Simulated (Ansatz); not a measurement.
Wavefunction ladder for CH₃Cl₃GeS (`C[S][Ge]([Cl])([Cl])[Cl]`)

Cartesian coordinates in Å:
```
C -1.375 -0.755 -0.350
S 0.347 -1.101 -0.812
Ge 1.301 0.561 0.225
Cl 0.576 2.453 -0.455
Cl 3.395 0.459 -0.111
Cl 0.927 0.516 2.328
H -1.508 -0.804 0.729
H -1.696 0.212 -0.734
H -1.967 -1.541 -0.820
```

Total charge 0; spin multiplicity 1. Correlated methods include outer-core shells of Ge, which these sets cover unevenly. Scalar relativity is left out up to krypton. The structure was optimised at the PBE0-D4/def2-TZVP level. It is one conformer, not always the lowest. Frozen core, restricted reference, Ansatz 0.2.0.

```tsv
basis	HF (Eh)	MP2 corr.
def2-SVP	-3890.32023	-0.88918
def2-TZVPP	-3891.24697	-1.15876
def2-QZVPP	-3891.33936	-1.50819
```

Estimate the CCSD correlation energy and the (T) correction in each basis where they were run (hartree).


```csv
basis,CCSD corr.,(T)
def2-SVP,-0.94143,-0.02598
```
